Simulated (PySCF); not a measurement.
# Tl⁺: excitation energy

Tl⁺ [Xe] 4f14 5d10 6s2 (1S) → Tl⁺ [Xe] 4f14 5d10 6s1 6d1 (3D), as a difference of total energies. All numbers are calculated (PySCF 2.14, scalar relativity by spin-free X2C-1e, in aug-cc-pwCVTZ-DK3 with one added diffuse shell each of s, d, f type (12s10p9d6f1g, 138 functions)). The calculations carry no spin-orbit coupling.

```csv
method,excitation energy (eV),error (eV)
UHF,12.689,-1.763
M06-2X,13.901,-0.551
B97-3,13.934,-0.518
```

Reference: 14.452 eV (measured; NIST levels, between the centres of gravity of the two terms).
